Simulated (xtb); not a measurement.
C6H11O3, doublet, at a GFN2-xTB geometry, atoms displaced at random by about 0.05 Å a coordinate; xtb with GFN2-xTB.

Input for xtb:
```
$ xtb mol.xyz --gfn 2 --uhf 1 --opt vtight --json

# file mol.xyz
20

C     -3.14315608     0.98085229    -1.07075129
O     -1.92958799     0.79445047    -0.32685496
C     -1.65193817    -0.58073913    -0.38740337
C     -0.28546588    -0.65231511     0.47617314
C      0.03643878    -2.17273294     0.87170675
O      0.73336478    -0.19864530    -0.30943175
C      1.76484747     0.53314525     0.24833085
C      2.69955427     1.02824037    -0.71789797
O      1.85571664     0.67454809     1.41106223
H     -3.53259440     1.92923734    -0.98020945
H     -3.86175194     0.23950360    -1.27847547
H     -2.46694041    -1.13627538     0.20197408
H     -1.47197832    -1.03285686    -1.30664332
H     -0.35215077    -0.05534368     1.34364674
H     -0.78648991    -2.44148607     1.51124759
H      0.93879673    -2.16242352     1.46205747
H      0.05323410    -2.78573725     0.00524909
H      3.71549003     1.30711376    -0.33699870
H      2.24335476     2.02757163    -1.16092418
H      2.89043264     0.26779180    -1.59761655
```

The log (banner, timings and long lists left out):

```
   ID    Z sym.   atoms
    1    6 C      1, 3-5, 7, 8
    2    8 O      2, 6, 9
    3    1 H      10-20

           -------------------------------------------------
          |                Calculation Setup                |
           -------------------------------------------------

           -------------------------------------------------
          |                 G F N 2 - x T B                 |
           -------------------------------------------------

          ...................................................
          :                      SETUP                      :
          :.................................................:
          :  # basis functions                  47          :
          :  # atomic orbitals                  47          :
          :  # shells                           29          :
          :  # electrons                        53          :
          :  max. iterations                   250          :
          :  Hamiltonian                  GFN2-xTB          :
          :  restarted?                      false          :
          :  GBSA solvation                  false          :
          :  PC potential                    false          :
          :  electronic temp.          300.0000000     K    :
          :  accuracy                    1.0000000          :
          :  -> integral cutoff          0.2500000E+02      :
          :  -> integral neglect         0.1000000E-07      :
          :  -> SCF convergence          0.1000000E-05 Eh   :
          :  -> wf. convergence          0.1000000E-03 e    :
          :  Broyden damping             0.4000000          :
          :  net charge                          0          :
          :  unpaired electrons                  1          :
          ...................................................

 iter      E             dE          RMSdq      gap      omega  full diag
   1    -30.7920087 -0.307920E+02  0.429E+00    3.18       0.0  T
   2    -30.8507443 -0.587356E-01  0.227E+00    2.26       1.0  T
   3    -30.8524672 -0.172292E-02  0.115E+00    2.54       1.0  T
   4    -30.8555236 -0.305636E-02  0.154E-01    2.25       1.0  T
   5    -30.8556614 -0.137838E-03  0.735E-02    2.30       1.0  T
   6    -30.8556671 -0.565581E-05  0.277E-02    2.29       1.0  T
   7    -30.8556680 -0.925589E-06  0.730E-03    2.29       3.1  T
   8    -30.8556682 -0.164165E-06  0.243E-03    2.29       9.2  T
   9    -30.8556682 -0.152344E-07  0.124E-03    2.29      18.0  T
  10    -30.8556682 -0.434163E-08  0.392E-04    2.29      57.0  T
  11    -30.8556682 -0.501881E-09  0.132E-04    2.29     169.7  T

   *** convergence criteria satisfied after 11 iterations ***

         :::::::::::::::::::::::::::::::::::::::::::::::::::::
         ::                     SUMMARY                     ::
         :::::::::::::::::::::::::::::::::::::::::::::::::::::
         :: total energy             -30.539323570493 Eh    ::
         :: gradient norm              0.220964342418 Eh/a0 ::
         :: HOMO-LUMO gap              2.293335724623 eV    ::
         ::.................................................::
         :: SCC energy               -30.855609854890 Eh    ::
         :: -> isotropic ES            0.057499863635 Eh    ::
         :: -> anisotropic ES          0.002477617603 Eh    ::
         :: -> anisotropic XC          0.006103808794 Eh    ::
         :: -> dispersion             -0.012176144030 Eh    ::
         :: repulsion energy           0.316286284398 Eh    ::
         :: add. restraining           0.000000000000 Eh    ::
         :: total charge              -0.000000000000 e     ::
         :::::::::::::::::::::::::::::::::::::::::::::::::::::

      -----------------------------------------------------------
     |                   =====================                   |
     |                        A N C O P T                        |
     |                   =====================                   |
     |               Approximate Normal Coordinate               |
     |                Rational Function Optimizer                |
      -----------------------------------------------------------
      -----------------------------------------------------------
     |                   =====================                   |
     |                        A N C O P T                        |
     |                   =====================                   |
     |               Approximate Normal Coordinate               |
     |                Rational Function Optimizer                |
      -----------------------------------------------------------

          ...................................................
          :                      SETUP                      :
          :.................................................:
          :   optimization level         verytight          :
          :   max. optcycles                   400          :
          :   ANC micro-cycles                  20          :
          :   degrees of freedom                54          :
          :.................................................:
          :   RF solver                   davidson          :
          :   write xtbopt.log                true          :
          :   linear?                        false          :
          :   energy convergence         0.1000000E-06 Eh   :
          :   grad. convergence          0.2000000E-03 Eh/α :
          :   maxmium RF displ.          1.0000000          :
          :   Hlow (freq-cutoff)         0.1000000E-01      :
          :   Hmax (freq-cutoff)         5.0000000          :
          :   S6 in model hess.         20.0000000          :
          ...................................................

generating ANC from exact Hessian ...
Using Lindh-Hessian (1995)
 Shifting diagonal of input Hessian by    8.8764574878442172E-003
 Lowest  eigenvalues of input Hessian
[...]
 * total energy  :   -30.5393236 Eh     change       -0.4148148E-10 Eh
 * total energy  :   -30.5760002 Eh     change       -0.3667658E-01 Eh
 * total energy  :   -30.5826647 Eh     change       -0.6664543E-02 Eh
 * total energy  :   -30.5831548 Eh     change       -0.4900578E-03 Eh
 * total energy  :   -30.5833321 Eh     change       -0.1773016E-03 Eh
 * total energy  :   -30.5833653 Eh     change       -0.3328789E-04 Eh
 * total energy  :   -30.5833741 Eh     change       -0.8728655E-05 Eh
 * total energy  :   -30.5833767 Eh     change       -0.2630415E-05 Eh
 * total energy  :   -30.5833779 Eh     change       -0.1148608E-05 Eh
 * total energy  :   -30.5833782 Eh     change       -0.3593152E-06 Eh
 * total energy  :   -30.5833783 Eh     change       -0.1194977E-06 Eh
 * total energy  :   -30.5833784 Eh     change       -0.6492530E-07 Eh
   *** GEOMETRY OPTIMIZATION CONVERGED AFTER 12 ITERATIONS ***
         :: total energy             -30.583378396011 Eh    ::
[...]
        15        2.0000           -0.5287052             -14.3868
        16        2.0000           -0.5119151             -13.9299
        17        2.0000           -0.5004649             -13.6183
        18        2.0000           -0.4961710             -13.5015
        19        2.0000           -0.4860918             -13.2272
        20        2.0000           -0.4802984             -13.0696
        21        2.0000           -0.4762704             -12.9600
        22        2.0000           -0.4656414             -12.6707
        23        2.0000           -0.4556985             -12.4002
        24        2.0000           -0.4534224             -12.3383
        25        2.0000           -0.4460734             -12.1383
        26        2.0000           -0.4176424             -11.3646
        27        1.0000           -0.2916398              -7.9359 (HOMO)
        28                         -0.2265337              -6.1643 (LUMO)
        29                         -0.0076826              -0.2091
        30                          0.0176334               0.4798
        31                          0.0767102               2.0874
        32                          0.1126598               3.0656
        33                          0.1194675               3.2509
        34                          0.1386682               3.7734
        35                          0.1468927               3.9972
        36                          0.1597425               4.3468
        37                          0.1642431               4.4693
        38                          0.1773453               4.8258
       ...                                ...                  ...
        47                          0.6596201              17.9492
      -------------------------------------------------------------
                  HL-Gap            0.0651061 Eh            1.7716 eV
             Fermi-level           -0.3068639 Eh           -8.3502 eV

     #   Z          covCN         q      C6AA      α(0)
     1   6 C        2.739    -0.020    28.482     8.738
     2   8 O        1.704    -0.230    17.810     5.698
     3   6 C        3.708     0.073    19.495     6.311
     4   6 C        3.746     0.110    18.845     6.192
     5   6 C        3.752    -0.121    22.887     6.822
     6   8 O        1.705    -0.266    18.405     5.792
     7   6 C        2.711     0.365    20.810     7.467
     8   6 C        3.754    -0.147    23.403     6.898
     9   8 O        0.856    -0.410    21.881     6.272
    10   1 H        0.926     0.051     2.309     2.376
    11   1 H        0.926     0.023     2.683     2.561
    12   1 H        0.923     0.041     2.431     2.439
    13   1 H        0.923     0.055     2.258     2.350
    14   1 H        0.924     0.070     2.082     2.256
    15   1 H        0.925     0.053     2.287     2.365
    16   1 H        0.925     0.066     2.130     2.282
    17   1 H        0.925     0.054     2.269     2.356
    18   1 H        0.925     0.076     2.017     2.221
    19   1 H        0.925     0.083     1.953     2.185
    20   1 H        0.925     0.074     2.045     2.236

 Mol. C6AA /au·bohr⁶  :       3327.560948
 Mol. C8AA /au·bohr⁸  :      71593.675559
 Mol. α(0) /au        :         85.817414

Wiberg/Mayer (AO) data.
largest (>0.10) Wiberg bond orders for each atom

 ---------------------------------------------------------------------------
     #   Z sym  total        # sym  WBO       # sym  WBO       # sym  WBO
 ---------------------------------------------------------------------------
     1   6 C    3.248 --     2 O    1.247    11 H    0.979    10 H    0.977
     2   8 O    2.285 --     1 C    1.247     3 C    0.982
     3   6 C    3.952 --     4 C    0.988     2 O    0.982    12 H    0.961
                            13 H    0.961
     4   6 C    3.933 --     5 C    1.001     3 C    0.988    14 H    0.956
                             6 O    0.933
     5   6 C    3.991 --     4 C    1.001    17 H    0.985    15 H    0.984
                            16 H    0.983
     6   8 O    2.306 --     7 C    1.128     4 C    0.933     9 O    0.171
     7   6 C    3.916 --     9 O    1.757     6 O    1.128     8 C    0.986
     8   6 C    3.991 --     7 C    0.986    18 H    0.980    20 H    0.975
                            19 H    0.956
     9   8 O    2.041 --     7 C    1.757     6 O    0.171
    10   1 H    0.997 --     1 C    0.977
    11   1 H    0.999 --     1 C    0.979
    12   1 H    0.997 --     3 C    0.961
    13   1 H    0.997 --     3 C    0.961
    14   1 H    0.995 --     4 C    0.956
    15   1 H    0.997 --     5 C    0.984
    16   1 H    0.995 --     5 C    0.983
    17   1 H    0.997 --     5 C    0.985
    18   1 H    0.994 --     8 C    0.980
    19   1 H    0.993 --     8 C    0.956
    20   1 H    0.995 --     8 C    0.975
 ---------------------------------------------------------------------------

Topologies differ in total number of bonds
Writing topology from bond orders to xtbtopo.mol

molecular dipole:
                 x           y           z       tot (Debye)
 q only:       -0.203      -0.735      -0.706
   full:       -0.344      -0.855      -0.756       3.029
molecular quadrupole (traceless):
                xx          xy          yy          xz          yz          zz
 q only:        2.323       2.742       1.816      -5.525      -3.557      -4.139
  q+dip:        2.983       3.484       2.002      -7.147      -2.506      -4.985
   full:        3.318       2.892       2.348      -7.065      -3.072      -5.666

optimized geometry written to: xtbopt.xyz

           -------------------------------------------------
          | TOTAL ENERGY              -30.583378396011 Eh   |
          | GRADIENT NORM               0.000090288485 Eh/α |
          | HOMO-LUMO GAP               1.771626323745 eV   |
           -------------------------------------------------

normal termination of xtb
```
